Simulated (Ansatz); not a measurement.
Molecule: C$_{3}$H$_{2}$NS (charge 0, doublet). It need not be the lowest isomer of its formula. SMILES: [c]1nccs1
Coordinates optimised at B3LYP-D3(BJ)/def2-TZVP (Ansatz, an electronic-structure program):
```xyz
7

C      1.1642    -0.1021    -0.4273
N      0.6310    -1.2317    -0.5052
C     -0.6814    -1.2263    -0.0490
C     -1.1101    -0.0124     0.3819
S      0.1674     1.1593     0.2116
H     -1.2568    -2.1387    -0.0618
H     -2.0753     0.2559     0.7789
```
Charge 0, spin multiplicity 2.

Property: atomisation energy (electronic, to ground-state atoms), in kJ/mol. Cores are frozen in the correlated levels unless marked. Open shells are spin-unrestricted. No spin-orbit coupling. Non-relativistic unless marked X2C. The coupled-cluster limit lacks core correlation, which all-electron functionals hold. Basis-set limits of correlation are two-point, X^-3; Hartree-Fock from the larger set. [CCSD(T)-MP2]/basis is that difference in the basis named.

| level | program | atomisation energy (kJ/mol) | minus last row |
|---|---|---|---|
| HF/cc-pV(D+d)Z | Ansatz | 1925.1 | -1074.5 |
| BLYP/def2-TZVPD | Ansatz | 3030.6 | 31.0 |
| r2SCAN/def2-TZVPD | Ansatz | 3056.9 | 57.3 |
| PBE0/STO-3G | Ansatz | 3379.0 | 379.4 |
| PBE0-D3(BJ)/def2-TZVP | Ansatz + dftd3 | 3092.6 | 93.0 |
| PBE0/def2-QZVPP | Ansatz | 3080.1 | 80.5 |
| r2SCAN0-D4/def2-TZVPD | Ansatz + dftd4 | 2970.1 | -29.5 |
| LC-wPBE-D3(BJ)/def2-TZVPD | Ansatz + dftd3 | 3047.2 | 47.6 |
| LC-wPBE-D4/def2-TZVPD | Ansatz + dftd4 | 3050.9 | 51.3 |
| PBE-QIDH/def2-TZVPD | Ansatz | 3019.7 | 20.1 |
| RPA@PBE/cc-pV(Q+d)Z | Ansatz | 2795.8 | -203.8 |
| MP2/STO-3G | Ansatz | 2636.5 | -363.1 |
| MP2/def2-SVP | Ansatz | 2870.9 | -128.7 |
| MP2/cc-pV(T+d)Z | Ansatz | 2962.1 | -37.5 |
| SCS-MP2/6-31G* | Ansatz | 2699.9 | -299.7 |
| CCSD/CBS(cc-pV(T+d)Z,cc-pV(Q+d)Z) | Ansatz | 2898.6 | -101.0 |
| CCSD/CBS(def2-TZVPP,def2-QZVPP) | Ansatz | 2897.1 | -102.5 |
| CCSD(T)/6-31G | Ansatz | 2380.9 | -618.7 |
| X2C-CCSD(T)/cc-pVTZ-DK | Ansatz | 2879.2 | -120.4 |
| RI-MP2/CBS(cc-pV(T+d)Z,cc-pV(Q+d)Z)+[CCSD(T)-MP2]/cc-pV(T+d)Z | Ansatz | 2997.1 | -2.5 |
| CCSD(T)/CBS(cc-pV(T+d)Z,cc-pV(Q+d)Z) | Ansatz | 2999.6 | 0.0 |

The UHF reference is spin-contaminated (<S^2> 0.27 over the pure value in the largest basis).
